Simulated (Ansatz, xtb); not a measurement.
# Two isomers of C4H4N2O3

Structure a: `Cc1noc(C(=O)O)n1`, a singlet. Structure b: `Cc1noc(OC=O)n1`, a singlet. Both are isolated molecules in the gas phase, relaxed with B3LYP-D3(BJ)/def2-SVP; the shapes shown needn't be the lowest conformers.

a (Å):

```json
{"atom": "C", "x (Å)": "-2.2023", "y (Å)": "2.4335", "z (Å)": "-1.7135"}
{"atom": "C", "x (Å)": "-1.4908", "y (Å)": "1.9815", "z (Å)": "-0.4870"}
{"atom": "C", "x (Å)": "-0.2048", "y (Å)": "0.9287", "z (Å)": "0.7740"}
{"atom": "C", "x (Å)": "0.7885", "y (Å)": "0.0440", "z (Å)": "1.4528"}
{"atom": "N", "x (Å)": "-1.7083", "y (Å)": "2.5048", "z (Å)": "0.6990"}
{"atom": "N", "x (Å)": "-0.5448", "y (Å)": "0.9805", "z (Å)": "-0.4780"}
{"atom": "O", "x (Å)": "-0.8589", "y (Å)": "1.8109", "z (Å)": "1.5375"}
{"atom": "O", "x (Å)": "1.0241", "y (Å)": "0.0898", "z (Å)": "2.6309"}
{"atom": "O", "x (Å)": "1.3676", "y (Å)": "-0.7897", "z (Å)": "0.5832"}
{"atom": "H", "x (Å)": "-2.7526", "y (Å)": "1.5927", "z (Å)": "-2.1627"}
{"atom": "H", "x (Å)": "-1.4774", "y (Å)": "2.7910", "z (Å)": "-2.4607"}
{"atom": "H", "x (Å)": "-2.9044", "y (Å)": "3.2410", "z (Å)": "-1.4705"}
{"atom": "H", "x (Å)": "1.9978", "y (Å)": "-1.3312", "z (Å)": "1.0893"}
```

b (Å):

```xyz
13

C    -0.0378    3.9184   -0.3072
C    -0.4479    2.4889   -0.3407
C    -1.0674    0.6461   -1.0547
C    -2.7650   -0.7285   -1.8782
N    -0.5161    1.7482    0.7395
N    -0.7893    1.8229   -1.5020
O    -0.9337    0.5026    0.2604
O    -1.4203   -0.4440   -1.7610
O    -3.6360   -0.0809   -1.3970
H     0.8496    4.0721   -0.9399
H     0.1889    4.2236    0.7222
H    -0.8444    4.5515   -0.7078
H    -2.8644   -1.6455   -2.4895
```

**Question.** Which of the two would you expect CCSD(T)/def2-SVP + ΔMP2/def2-TZVPP electronic energies to favour?

**Answer.** Structure a; the calculation gives E(b) − E(a) = +11.7 kcal/mol.

Level by level:

| level | geometry | E(b) − E(a) (kcal/mol) | departure from the last row (kcal/mol) | job, with rough time for the two |
| --- | --- | --- | --- | --- |
| B3LYP-D3(BJ)/def2-SVP | B3LYP-D3(BJ)/def2-SVP | +11.4 | −0.3 | optimisation, 2.3 min |
| HF/def2-SVP | B3LYP-D3(BJ)/def2-SVP | +7.9 | −3.8 | part of the CCSD(T) run |
| MP2/def2-SVP | B3LYP-D3(BJ)/def2-SVP | +14.1 | +2.3 | part of the CCSD(T) run |
| CCSD(T)/def2-SVP | B3LYP-D3(BJ)/def2-SVP | +11.3 | −0.4 | single point |
| CCSD(T)/def2-SVP + ΔMP2/def2-TZVPP | B3LYP-D3(BJ)/def2-SVP | +11.7 |  | single point, 2 min |

As drawn, b has 1 C–O, 1 C–H in place of 1 C–C, 1 O–H.

None of the levels shown reverses the order. The largest departure from CCSD(T)/def2-SVP + ΔMP2/def2-TZVPP is that of HF/def2-SVP, 3.8 kcal/mol. Levels run at GFN2-xTB geometries aren't shown. The last row adds to CCSD(T) the change of the MP2 difference between the two basis sets, here +0.4 kcal/mol.

With thermal terms from frequencies at re-optimised GFN2-xTB minima (ideal gas, soft modes damped towards free rotors, one conformer each, 298.15 K, 1 atm): on the last row, ΔE + ΔZPE = +11.5, ΔH = +11.5, ΔG = +11.6 kcal/mol.

The correlated steps freeze 9 core orbitals. Codes used: Ansatz 0.2.0, xtb 6.7.1; the last row on 4 threads of Arm Neoverse V1 on a shared host.
